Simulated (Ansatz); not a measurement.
Reaction (redistribution): `[F][Sn]([Cl])([Cl])[Br]` + `N[SiH](O)Cl` → `[OH][Sn]([F])([Cl])[Br]` + `N[SiH](Cl)Cl`

Computed with Ansatz on PBE0-D4/def2-TZVP structures; ΔE is electronic, products minus reactants. CCSD(T)/CBS adds triple-zeta CCSD(T) − MP2 to the extrapolated MP2 energy (def2 sets, frozen cores). Elements past krypton have def2 core potentials. For Br, Sn outer-core shells are correlated without core-valence functions, which leaves a few kJ/mol of doubt a bond. Scalar relativity is left out up to krypton. Each species was taken in one conformer, which may not be the lowest.

`[F][Sn]([Cl])([Cl])[Br]`:

Cartesian coordinates in Å:
```
F 0.407 -1.686 0.841
Sn 0.004 -0.024 0.028
Cl -2.145 0.486 0.602
Cl 1.459 1.505 0.899
Br 0.275 -0.281 -2.369
```

`N[SiH](O)Cl`:

```xyz
8

N    -0.132   -0.348    1.148
Si    0.310    0.322   -0.351
O    -0.070   -0.681   -1.580
Cl   -0.712    2.105   -0.439
H    -0.429    0.241    1.907
H     0.256   -1.220    1.468
H     1.739    0.617   -0.568
H    -0.962   -1.036   -1.587
```

`[OH][Sn]([F])([Cl])[Br]`:

Cartesian coordinates in Å:
```
O 0.659 1.194 -0.843
Sn -0.093 -0.352 0.035
F -1.935 -0.450 -0.414
Cl 0.919 -2.203 -0.822
Br 0.031 -0.213 2.463
H 0.419 2.023 -0.419
```

`N[SiH](Cl)Cl`:

```xyz
7

N    -0.207   -1.050   -0.305
Si    0.282    0.523    0.082
Cl   -0.420    1.761   -1.381
Cl   -0.432    1.242    1.870
H    -1.141   -1.229   -0.637
H     0.168   -1.835    0.204
H     1.750    0.589    0.166
```

| level | ΔE (eV) |
| --- | --- |
| HF/def2-TZVPP | 0.85 |
| CCSD/def2-TZVPP | 0.73 |

**Question.** What does CCSD(T)/CBS give? (An estimate is asked.)

**Answer.** Ansatz gave: +0.70 eV. The listed levels differ from it by 0.15, 0.03 eV.

Largest T1 diagnostic among the species: 0.012.

From PBE to PBE0 (25 % exact exchange), in def2-TZVPP and without D4, ΔE moves by +0.06 eV. In def2-TZVPP, CCSD(T) changes the Hartree–Fock value by −0.15 eV (the triples alone add −0.03 eV) and MP2 by −0.16 eV. Leaving LDA and LC-ωPBE aside and taking each functional with its dispersion term where it has one, the values, not all of them listed here, spread over 0.18 eV, from revPBE-D4 to BHLYP-D4. LDA lies +0.06 eV from PBE without D4.
